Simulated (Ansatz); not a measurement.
Method: Ansatz (an electronic-structure program) with frozen-core CCSD(T)/cc-pVTZ // PBE0-D4/def2-TZVP.

Ansatz 0.2 input:
```yaml
crystal:
  periodic: [false, false, false]
  atoms:
    - { symbol: N, position_ang: [-1.534254, 0.077728, -1.031071] }
    - { symbol: C, position_ang: [-1.1838, -0.812381, 0.070024] }
    - { symbol: Si, position_ang: [0.196885, -0.02806, 1.093788] }
    - { symbol: Si, position_ang: [1.956919, 0.570049, -0.326079] }
    - { symbol: H, position_ang: [-1.920922, 0.947342, -0.686849] }
    - { symbol: H, position_ang: [-2.231365, -0.338526, -1.635552] }
    - { symbol: H, position_ang: [-0.776522, -1.739719, -0.346574] }
    - { symbol: H, position_ang: [-2.023502, -1.1048, 0.719303] }
    - { symbol: H, position_ang: [-0.326739, 1.190807, 1.779495] }
    - { symbol: H, position_ang: [0.648624, -0.978825, 2.149612] }
    - { symbol: H, position_ang: [1.615382, 1.77322, -1.128864] }
    - { symbol: H, position_ang: [2.264186, -0.555597, -1.250619] }
    - { symbol: H, position_ang: [3.185408, 0.871062, 0.461198] }
basis:
  gaussian: { orbitals: cc-pVTZ }
correlation:
  method: ccsd_t
```

Output:

```
Functional definition: HF
1432 factors; integrals over basis functions are off by at most 9.2e-4 eV
mean field evaluation 1: about -18376.9979 eV, gradient 3.2e1 eV
mean field evaluation 2: about -18377.2320 eV, gradient 3.3e1 eV
mean field evaluation 4: about -18380.3428 eV, gradient 3.9e0 eV
mean field evaluation 8: about -18380.4059 eV, gradient 1.9e-1 eV
mean field evaluation 16: about -18376.9976 eV, gradient 3.2e1 eV
mean field -18380.40604651 eV, -675.4674635226 hartree, gradient 5.6e-6 eV, S^2 0.000000; 0 other end points of the search recorded, 0 dependent functions left out
12 core orbitals not correlated
reference -18380.40604651 eV, -675.4674635226 hartree; 13, 13 occupied and 229, 229 virtual orbitals, 1432 factors
second order -17.68792145 eV of doubles, -0.00000000 eV of singles
cycle   1  -18.77177350 eV  change    -1.1e0 eV  update   9.3e-2
cycle   2  -19.33437961 eV  change   -5.6e-1 eV  update   2.9e-2
cycle   3  -19.39053523 eV  change   -5.6e-2 eV  update   1.1e-2
cycle   4  -19.38477610 eV  change    5.8e-3 eV  update   3.1e-3
cycle   5  -19.38444395 eV  change    3.3e-4 eV  update   1.2e-3
cycle   6  -19.38414149 eV  change    3.0e-4 eV  update   3.4e-4
cycle   7  -19.38399012 eV  change    1.5e-4 eV  update   1.0e-4
cycle   8  -19.38399854 eV  change   -8.4e-6 eV  update   4.0e-5
cycle   9  -19.38400318 eV  change   -4.6e-6 eV  update   1.7e-5
perturbative correction -0.71008987 eV, -0.0260953212 hartree
Total energy: -18400.50013956 eV, -676.2059078218 hartree
```

Cost: about 16 core-minutes (a rough figure).
